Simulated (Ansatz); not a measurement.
`B[SiH2]B` + `[SiH3]C1C=N1` → `BC1C=N1` + `B[SiH2][SiH3]`  (redistribution)

Computed with Ansatz on PBE0-D4/def2-TZVP structures; ΔE is electronic, products minus reactants. CCSD(T)/CBS adds triple-zeta CCSD(T) − MP2 to the extrapolated MP2 energy (def2 sets, frozen cores). Functionals use def2-TZVPP. B3LYP here is the variant with VWN-RPA as its local correlation; programs differ in this. HSE06 is defined as in plane-wave codes.

```tsv
level	ΔE (kcal/mol)	difference from CCSD(T)/CBS
LDA (SPW92)	-17.1	-3.1
PBE-D4	-16.4	-2.4
BLYP-D4	-15.6	-1.6
r2SCAN-D4	-15.9	-1.9
PBE0-D4	-15.9	-1.9
B3LYP-D4	-15.3	-1.3
r2SCANh-D4	-15.8	-1.8
r2SCAN0-D4	-15.6	-1.6
HSE06-D4	-16.0	-2.0
BHLYP-D4	-14.7	-0.7
CAM-B3LYP-D4	-14.7	-0.7
ωB97X-V	-14.1	-0.1
ωB97M-V	-14.4	-0.4
B2PLYP	-14.9	-0.9
PBE	-16.4	-2.4
revPBE	-16.0	-2.0
BLYP	-15.6	-1.6
r2SCAN	-15.9	-1.9
PBE0	-15.8	-1.8
B3LYP	-15.2	-1.2
r2SCANh	-15.8	-1.8
r2SCAN0	-15.6	-1.6
HSE06	-15.9	-1.9
BHLYP	-14.5	-0.5
CAM-B3LYP	-14.6	-0.6
LC-ωPBE	-14.1	-0.1
RPA@PBE/def2-TZVPP	-13.7	0.3
HF/def2-SVP	-13.2	0.8
CCSD/def2-SVP	-14.0	0.0
CCSD(T)/def2-SVP	-14.4	-0.4
HF/def2-TZVPP	-12.9	1.1
MP2/def2-TZVPP	-14.6	-0.6
SCS-MP2/def2-TZVPP	-13.8	0.2
CCSD/def2-TZVPP	-13.7	0.3
CCSD(T)/def2-TZVPP	-14.1	-0.1
MP2/def2-QZVPP	-14.5	-0.5
SCS-MP2/def2-QZVPP	-13.7	0.3
HF/CBS(def2)	-12.7	1.3
MP2/CBS(def2)	-14.5	-0.5
CCSD/CBS(def2)	-13.6	0.4
CCSD(T)/CBS	-14.0	0
```

Largest T1 diagnostic among the species: 0.015.

From BLYP to BHLYP (50 % exact exchange), in def2-TZVPP and without D4, ΔE moves by +1.1 kcal/mol. In def2-TZVPP, CCSD(T) changes the Hartree–Fock value by −1.3 kcal/mol (the triples alone add −0.5 kcal/mol) and MP2 by −1.8 kcal/mol. Leaving LDA and LC-ωPBE aside and taking each functional with its dispersion term where it has one, the values spread over 2.3 kcal/mol, from PBE-D4 to ωB97X-V. LDA lies −0.7 kcal/mol from PBE without D4.
